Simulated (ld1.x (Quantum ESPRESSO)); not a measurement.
**Scattering properties, PAW potential for europium**

* Element: europium (Eu)
* Generator: ld1.x (Quantum ESPRESSO) 7.5
* Type: PAW
* Functional: PBE
* Relativity: scalar-relativistic
* Frozen core: [Kr] 4d10
* Valence charge: 17
* Reference configuration: 4f7 5s2 5p6 5d0 6s2 6p0
* Partial waves: 5s (bound): rcut 1.75, rcutus 2.30 bohr; 6s (bound): rcut 1.75, rcutus 2.30 bohr; 5p (bound): rcut 2.15, rcutus 2.50 bohr; 6p (bound, empty): rcut 2.15, rcutus 2.50 bohr; 5d (bound, empty): rcut 2.15, rcutus 3.00 bohr; 5d channel at 0.85 Ry: rcut 2.15, rcutus 3.00 bohr; 4f (bound): rcut 1.50, rcutus 1.70 bohr; 4f channel at 0.25 Ry: rcut 1.50, rcutus 1.70 bohr
* Local potential: all-electron potential smoothed inside 1.90 bohr (lloc = -1)
* Core correction: Bessel-smoothed model core inside 1.70 bohr
* Augmentation charge: PSQ, inside the norm-conserving radii

The phase is arctan(r·u′/u) with u = r·R(r), unwrapped; energies in Ry, scanned from -5 to 5 Ry. A pole is an energy at which the radial function vanishes at the test radius. The pseudo phase is shifted by a multiple of π to meet the all-electron one at the reference energy, and phase errors are pseudo minus all-electron; the curves can meet again beyond the range given. Levels narrower than the energy grid can be missing from the lists of poles.

**Question.** For each channel, where are the poles, and over which energies does the pseudopotential scatter like the atom?

**Answer.**

```json
{"channel": "s", "radius (bohr)": "3.24", "reference energy (Ry)": "-0.27", "poles, all-electron": "-3.26, 1.75", "poles, pseudo": "-3.26, 1.76", "unbroken range about the reference energy with phases within 0.05 rad": "below 4.3", "phase error 1 Ry above the reference energy (rad)": "+0.000"}
{"channel": "p", "radius (bohr)": "3.24", "reference energy (Ry)": "-0.09", "poles, all-electron": "-1.66, 2.86", "poles, pseudo": "-1.66, 2.84", "unbroken range about the reference energy with phases within 0.05 rad": "the whole range", "phase error 1 Ry above the reference energy (rad)": "-0.002"}
{"channel": "d", "radius (bohr)": "3.24", "reference energy (Ry)": "-0.11", "poles, all-electron": "0.48, 4.85", "poles, pseudo": "0.48, 4.20", "unbroken range about the reference energy with phases within 0.05 rad": "below 2.2", "phase error 1 Ry above the reference energy (rad)": "-0.000"}
{"channel": "f", "radius (bohr)": "3.24", "reference energy (Ry)": "-0.20", "poles, all-electron": "-0.17, 2.89", "poles, pseudo": "-0.17, 2.90", "unbroken range about the reference energy with phases within 0.05 rad": "below 4.6", "phase error 1 Ry above the reference energy (rad)": "-0.000"}
```

The ghost test of this file was not conclusive. Its overlap operator is not positive definite in a basis up to 400 Ry (lowest eigenvalue p -0.07), so the file is unfit for use: the generalised eigenproblem breaks down once the basis is large enough, and its test numbers describe a broken file.

Phases in the s channel:

| E (Ry) | all-electron | pseudo |
| --- | --- | --- |
| -5.00 | 1.419 | 1.419 |
| -4.74 | 1.414 | 1.414 |
| -4.48 | 1.407 | 1.407 |
| -4.22 | 1.400 | 1.400 |
| -3.96 | 1.390 | 1.390 |
| -3.70 | 1.375 | 1.375 |
| -3.44 | 1.326 | 1.326 |
| -3.18 | -1.695 | -1.695 |
| -2.92 | -1.751 | -1.751 |
| -2.66 | -1.772 | -1.772 |
| -2.40 | -1.791 | -1.791 |
| -2.14 | -1.811 | -1.811 |
| -1.88 | -1.834 | -1.834 |
| -1.62 | -1.865 | -1.865 |
| -1.36 | -1.905 | -1.905 |
| -1.10 | -1.964 | -1.964 |
| -0.84 | -2.055 | -2.055 |
| -0.58 | -2.219 | -2.219 |
| -0.32 | -2.567 | -2.567 |
| -0.06 | -3.296 | -3.296 |
| 0.20 | -3.998 | -3.998 |
| 0.46 | -4.326 | -4.326 |
| 0.72 | -4.484 | -4.484 |
| 0.98 | -4.574 | -4.574 |
| 1.24 | -4.634 | -4.634 |
| 1.50 | -4.678 | -4.678 |
| 1.76 | -4.713 | -4.713 |
| 2.02 | -4.744 | -4.743 |
| 2.28 | -4.771 | -4.771 |
| 2.54 | -4.799 | -4.798 |
| 2.80 | -4.828 | -4.826 |
| 3.06 | -4.861 | -4.858 |
| 3.32 | -4.901 | -4.897 |
| 3.58 | -4.955 | -4.949 |
| 3.84 | -5.035 | -5.023 |
| 4.10 | -5.170 | -5.146 |
| 4.36 | -5.450 | -5.390 |
| 4.62 | -6.111 | -5.962 |
| 4.88 | -6.946 | -6.823 |
